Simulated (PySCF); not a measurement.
Computed structure and properties of [Gd(H2O)]3+

System: [Gd(H2O)]3+ (singlet in the valence; each metal's 4f electrons, 7 of them, lie in its core potential, out of spins and levels); start: template (C2v). Method: PySCF 2.14.0, RKS PBE0, Gd lcecp-1-SVP with ECP53, O def2-SVP, H def2-SVP; non-relativistic Hamiltonian with scalar-relativistic core potentials where named; density fitting; no spin-orbit coupling.

Input of the relaxation:

```python
mol = gto.M(atom='''
Gd     0.00000     0.00000    -0.25987
O      0.00000     0.00000     2.21263
H      0.77000    -0.00000     2.80263
H     -0.77000     0.00000     2.80263''',
    basis={'Gd': 'lcecp-1-SVP', 'O': 'def2-SVP', 'H': 'def2-SVP'},
    ecp={'Gd': 'lcecp-1-SVP'},
    charge=3, spin=0)
mf = dft.RKS(mol, xc='PBE0')
mf.grids.atom_grid = (50, 194)  # f atoms: unpruned, at least (60, 302)
mf = mf.density_fit()  # fitting sets: Gd AutoAux, O def2-universal-JKFIT, H def2-universal-JKFIT
mf.conv_tol = 1e-08; mf.max_cycle = 55
mf.kernel(dm0)  # dm0: converged density of the start geometry
# quasi-Newton relaxation in Cartesian coordinates to a largest gradient under 0.00045 Eh/bohr, steps kept in the point group
```

Run from Python with OMP_NUM_THREADS=2; the lines above give its settings. Where DIIS fails, smearing, a level shift and second-order steps follow.
It took 5 s on 2 threads of Intel(R) Xeon(R) 6975P-C (Granite Rapids) (shared host), from the converged density of the start.

Course of the relaxation:

| step | energy above end (eV) | largest force component within the symmetry (eV/Å) |
| --- | --- | --- |
| 0 | 0.3465 | 3.186 |
| 1 | 0.1649 | 1.588 |
| 2 | 0.0212 | 1.389 |
| 3 | 0.0041 | 0.237 |
| 4 | 0.0004 | 0.075 |
| 5 | 0.0000 | 0.002 |

Relaxed geometry (C2v):

```xyz
4

Gd    0.0000    0.0000   -0.0753
O     0.0000    0.0000    2.1248
H     0.7796    0.0000    2.7543
H    -0.7796    0.0000    2.7543
```

| contact | Å |
| --- | --- |
| Gd1–O2 (H2O) | 2.200 |

On the finer grid (75, 302):

```yaml
HOMO: -28.07 eV
LUMO: -20.62 eV
Dipole_about_the_centre_of_mass: 3.15 D
Set_of_Mulliken_populations_of_Gd1_outside_the_core_potential: s 2.05, p 6.05, d 0.32, f 0.02
D3_BJ_dispersion_energy_not_in_the_energies: -0.058 eV
```

```tsv
atom	Mulliken (e)	Löwdin (e)	spin (e)
Gd1	2.56	2.46	0.00
O2	-0.31	0.05	0.00
H3	0.37	0.25	0.00
H4	0.37	0.25	0.00
```

The 4f levels lie in the core potential and are missing. Their spin isn't counted.

On the grid (50, 194), as all that follows. Harmonic modes: a minimum; lowest 465 cm⁻¹ (negative: unstable), highest 3411 cm⁻¹, zero-point energy 0.642 eV.

Taking off one H2O (charge 0, singlet; the rest: singlet) in vacuum, both parts rigid, costs 5.09 eV; the small basis without counterpoise inflates it. Parting with an electron moved from the ligand to the metal can be far cheaper, even downhill.

Rigid scan of H2O along the line from its metal:

```csv
distance to O2 (Å),energy (eV)
1.90,0.918
2.00,0.349
2.10,0.075
2.20,0.000
2.30,0.056
2.40,0.196
2.60,0.606
```

One start shape was tried, so this needn't be the lowest isomer.

An lcecp potential fixes the number of 4f electrons, so in runs with it no electron can move into or out of that shell.
